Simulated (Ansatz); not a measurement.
Input for Ansatz (an electronic-structure program): R-SVWN5/def2-TZVPPD on O3 (SMILES O=[O+][O-]). The basis file is the Basis Set Exchange's JSON of that set.

Ansatz 0.2 input:
```yaml
crystal:
  periodic: [false, false, false]
  atoms:
    - {symbol: O, position_ang: [0.00000000, 1.07614434, -0.21426023]}
    - {symbol: O, position_ang: [0.00000000, -0.00000000, 0.42862046]}
    - {symbol: O, position_ang: [-0.00000000, -1.07614434, -0.21426023]}
basis:
  gaussian:
    orbitals: def2-TZVPPD.json
hamiltonian:
  xc: {name: SVWN5}
scf: {lower_state_search: off}
```

It printed:

```
WARN ansatz: RAYON_NUM_THREADS=1 ignored (pool sized by the plan → 1); use --threads N
Functional definition: SVWN5
these checks for a lower state are left out or cut short: stability, starts, cluster_reference, orbital_swaps, neighbouring_geometries, increment
integrals: 0.03 GiB planned
552 factors; their error is unknown
mean field: 0.27 GiB planned
mean field evaluation 1: about -6090.7095 eV, gradient 5.1e1 eV
mean field evaluation 2: about -6073.0414 eV, gradient 1.2e2 eV
mean field evaluation 4: about -6094.3652 eV, gradient 4.2e0 eV
mean field evaluation 8: about -6094.3952 eV, gradient 8.2e-3 eV
mean field evaluation 16: about -6094.3883 eV, gradient 8.6e-6 eV
mean field -6094.38830393 eV, -223.9646392448 hartree, gradient 8.6e-6 eV, S^2 0.000000; 0 other end points of the search recorded, 0 dependent functions left out
reference -6094.38835501 eV, -223.9646411218 hartree; 12, 12 occupied and 108, 108 virtual orbitals, 552 factors
Total energy: -6094.38835501 eV, -223.9646411218 hartree
Checks for a lower state left out: stability, starts, cluster_reference, orbital_swaps, neighbouring_geometries, increment
```

The calculation finished and met its thresholds.

Cost: very roughly 0.7 core-seconds.
